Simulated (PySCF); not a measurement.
## Pd (palladium, neutral) across methods

[Kr] 4d9 5p1, one real determinant (an excited configuration). All numbers are calculated (PySCF 2.14, scalar relativity by spin-free X2C-1e, in x2c-TZVPPall with one added diffuse shell each of s, p, d, f type (9s7p7d3f1g, 95 functions)). The B2PLYP total includes its PT2 part (frozen core); its orbital energies are those of the SCF part.

```csv
method,E (hartree),mean ε 4d α (eV),mean ε 4d β (eV),mean ε 5p α (eV),Σ⟨r²⟩ (bohr²),⟨S²⟩
PBEsol,-5042.17,-8.768,-8.055,-2.147,62.23,2.000
PBE0,-5044.79,-10.576,-9.808,-2.583,63.08,2.001
UHF,-5042.63658,-15.308,-14.293,-3.438,67.68,2.002
MN15,-5048.41,-11.279,-10.656,-2.789,61.50,2.000
LDA,-5039.77,-8.938,-8.237,-2.207,61.64,2.000
B2PLYP,-5044.57,-12.293,-11.466,-2.855,64.47,2.001
r2SCAN,-5045.12,-8.990,-8.224,-2.228,62.00,2.001
PBE,-5044.71,-8.770,-8.067,-2.155,62.60,2.000
```

Problem. Estimate the same row for BHandHLYP.

Solution. E (hartree) = -5045.10; mean ε 4d α (eV) = -12.271; mean ε 4d β (eV) = -11.479; mean ε 5p α (eV) = -2.847; Σ⟨r²⟩ (bohr²) = 63.81; ⟨S²⟩ = 2.001.

⟨L²⟩ = 8.02 against 12 for a pure F term, so this real determinant mixes terms.
